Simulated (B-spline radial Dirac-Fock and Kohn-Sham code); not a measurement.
**Radiative decay of the 3d3/2 hole in Os⁷⁺**

System: the Os⁷⁺ ion in the configuration [Xe] 4f14 5d1, inside a Watson sphere of charge -7 and radius 1.6 Å (a model of the Madelung potential; inside it an electron's potential energy is raised by 63.0 eV).

Model: independent-particle rates on relativistic LDA orbitals of the hole state (multipoles up to L = 3, Coulomb Auger matrix elements, transition energies from Dirac-Fock). Program: a radial finite-basis atomic code.

| line | multipole | energy (eV) | rate (s⁻¹) | share (%) |
| --- | --- | --- | --- | --- |
| M4-N2 | E1 | 1479.5 | 3.02e+12 | 4.22 |
| M4-N3 | E1 | 1558.2 | 3.46e+11 | 0.484 |
| M4-N6 | E1 | 1983.0 | 6.75e+13 | 94.4 |
| M4-O2 | E1 | 1984.5 | 5.48e+11 | 0.766 |
| M4-O3 | E1 | 1998.3 | 6.36e+10 | 0.0890 |

The listed lines hold 100.0 % of the radiative rate. The radiative width is 0.0471 eV in the length form and 0.0475 eV in the velocity form; the two differ because the transition energies are not eigenvalue differences of the potential that gave the orbitals.

Values without a named source are computed, but for edge energies of neutral atoms, which are taken from tables.
